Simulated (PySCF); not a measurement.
## `CC[C@@H]1CO[C@@H](F)C1`, C$_{6}$H$_{11}$FO

Molfile (atoms numbered from 1):
```
C6H11FO
     RDKit          3D

 19 19  0  0  0  0  0  0  0  0999 V2000
   -2.4572   -0.1564    0.3713 C   0  0  0  0  0  0  0  0  0  0  0  0
   -1.2787    0.7073   -0.0630 C   0  0  0  0  0  0  0  0  0  0  0  0
   -0.0188   -0.1174   -0.3070 C   0  0  2  0  0  0  0  0  0  0  0  0
    0.5662   -0.7575    0.9655 C   0  0  0  0  0  0  0  0  0  0  0  0
    1.9901   -0.6360    0.8870 O   0  0  0  0  0  0  0  0  0  0  0  0
    2.3430   -0.1213   -0.3305 C   0  0  1  0  0  0  0  0  0  0  0  0
    2.5696   -1.1563   -1.2379 F   0  0  0  0  0  0  0  0  0  0  0  0
    1.1654    0.7085   -0.8254 C   0  0  0  0  0  0  0  0  0  0  0  0
   -2.2441   -0.6561    1.3129 H   0  0  0  0  0  0  0  0  0  0  0  0
   -2.6701   -0.9140   -0.3794 H   0  0  0  0  0  0  0  0  0  0  0  0
   -3.3461    0.4561    0.5006 H   0  0  0  0  0  0  0  0  0  0  0  0
   -1.5367    1.2275   -0.9883 H   0  0  0  0  0  0  0  0  0  0  0  0
   -1.0767    1.4633    0.6995 H   0  0  0  0  0  0  0  0  0  0  0  0
   -0.2400   -0.9048   -1.0333 H   0  0  0  0  0  0  0  0  0  0  0  0
    0.2479   -0.2305    1.8706 H   0  0  0  0  0  0  0  0  0  0  0  0
    0.3058   -1.8150    1.0568 H   0  0  0  0  0  0  0  0  0  0  0  0
    3.3024    0.4016   -0.2486 H   0  0  0  0  0  0  0  0  0  0  0  0
    1.1940    1.6901   -0.3521 H   0  0  0  0  0  0  0  0  0  0  0  0
    1.1742    0.8201   -1.9064 H   0  0  0  0  0  0  0  0  0  0  0  0
  1  2  1  0
  2  3  1  0
  3  4  1  0
  4  5  1  0
  5  6  1  0
  6  7  1  0
  6  8  1  0
  8  3  1  0
  1  9  1  0
  1 10  1  0
  1 11  1  0
  2 12  1  0
  2 13  1  0
  3 14  1  6
  4 15  1  0
  4 16  1  0
  6 17  1  1
  8 18  1  0
  8 19  1  0
M  END
```

Computed, not measured: PySCF, TDDFT B3LYP/def2-SVPD circular dichroism and optical rotation, one conformer, gas phase. Geometry: GFN2-xTB.

The molecule is flexible and this is one conformer; a measurement averages over conformers. States above about 8.0 eV (minus the energy of the highest occupied orbital) lie near or above the ionisation threshold and depend on the basis.

Problem. Assign R or S to each stereocentre.

Solution. C3 S, C6 S.

Problem. Which excitations and rotatory strengths does the calculation give?

Solution. Rotatory strengths R in 10⁻⁴⁰ esu² cm², velocity form and length form (origin at the centre of mass); f in length form.
```csv
state,E (eV),λ (nm),f,R (velocity),R (length),main
1,7.49,166,0.004,+1.4,+1.9,HOMO→LUMO 0.88
2,7.85,158,0.002,+6.2,+5.9,HOMO→LUMO+1 0.89
3,8.14,152,0.016,-2.7,-2.6,HOMO→LUMO+2 0.92
4,8.22,151,0.003,+10.7,+10.0,HOMO−1→LUMO 0.89
5,8.25,150,0.011,+8.5,+8.4,HOMO→LUMO+3 0.92
6,8.54,145,0.006,+4.1,+3.8,"HOMO−1→LUMO+1 0.80, HOMO−2→LUMO 0.12"
7,8.60,144,0.015,-33.7,-32.8,"HOMO−2→LUMO 0.84, HOMO−1→LUMO+1 0.10"
8,8.66,143,0.020,-21.0,-21.0,HOMO→LUMO+4 0.90
9,8.84,140,0.008,+20.9,+20.5,HOMO−1→LUMO+2 0.85
10,8.91,139,0.007,-14.0,-14.2,"HOMO−3→LUMO 0.74, HOMO−1→LUMO+3 0.15"
11,8.94,139,0.005,-6.1,-5.3,"HOMO−1→LUMO+3 0.69, HOMO−2→LUMO+1 0.11"
12,8.98,138,0.008,-5.4,-5.7,HOMO−2→LUMO+1 0.80
```

Among the states computed, the strongest CD band (largest |R|) is state 7. The largest dissymmetry factor in size, g = 4R/(D+G), with D and G the electric and magnetic dipole strengths, is +0.044 for state 4 (velocity form, f = 0.003), among bands with |R| over 0.5. The mirror image has the same energies and oscillator strengths and all R with the opposite sign.
